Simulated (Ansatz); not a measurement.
`[AlH][Br]` radical, relaxed with UKS PBE-D4/def2-SVP in the Gaussian-basis code of Ansatz from a rough embedded geometry. The force threshold is 0.03 eV/Å; the program also tests the step.

The species carries charge 0 and has multiplicity 2.

Start:

```xyz
3

Al   -0.618   -0.289   -0.156
Br    0.609    1.541   -0.926
H     0.009   -1.252    1.082
```

**Question.** How much energy does the relaxation release, and in how many steps? (Best estimate.)

**Answer.** Computed: 3.50 kJ/mol, in 2 steps.

**Question.** Which bonds change most? (Best estimate.)

**Answer.** The calculation gave: Al1–H3 from 1.690 to 1.623 Å; Al1–Br2 from 2.334 to 2.293 Å.

**Question.** Give the relaxed structure. (An estimate is asked.)

**Answer.** The calculation gave: 
```xyz
3

Al   -0.634   -0.302   -0.155
Br    0.606    1.486   -0.880
H     0.028   -1.183    1.036
```
